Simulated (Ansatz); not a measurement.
Consider the ligand exchange at the Si–S bond: `O[SiH](O)S` + `O[SiH2]O` → `O[SiH2]O[SiH](O)O` + H₂S.

Gas-phase electronic energies from Ansatz, PBE0-D4/def2-TZVP geometries. CCSD(T)/CBS adds triple-zeta CCSD(T) − MP2 to the extrapolated MP2 energy (def2 sets, frozen cores). This one scheme is used for every species. DFT in def2-TZVPP. B3LYP here is the variant with VWN-RPA as its local correlation; programs differ in this. Each species was taken in one conformer, which may not be the lowest.

Task: Is it downhill or uphill in electronic energy at CCSD(T)/CBS, and by how much? (Estimate.)

Result: The calculation gave: Downhill: ΔE = -18.2 kcal/mol.

Task: What do these levels give: PBE-D4, B3LYP-D4, ωB97M-V, B2PLYP, PBE, r2SCAN, MP2/def2-TZVPP, CCSD/def2-TZVPP, CCSD(T)/def2-TZVPP, MP2/def2-QZVPP, HF/CBS(def2), CCSD/CBS(def2)? (Estimate.)

Result: The calculation gave: PBE-D4 -14.0, B3LYP-D4 -18.6, ωB97M-V -17.9, B2PLYP -18.0, PBE -13.2, r2SCAN -16.8, MP2/def2-TZVPP -17.8, CCSD/def2-TZVPP -19.4, CCSD(T)/def2-TZVPP -18.8, MP2/def2-QZVPP -17.6, HF/CBS(def2) -21.9, CCSD/CBS(def2) -18.8 kcal/mol.

Largest T1 diagnostic among the species: 0.012.

From PBE to PBE0 (25 % exact exchange), in def2-TZVPP and without D4, ΔE moves by −1.7 kcal/mol. The D4 term adds −1.2 kcal/mol with B3LYP and −0.7 kcal/mol with PBE0; it sums over pairs of atoms, weighted by their polarisabilities, and B3LYP, whose exchange is more repulsive, gets the larger term.
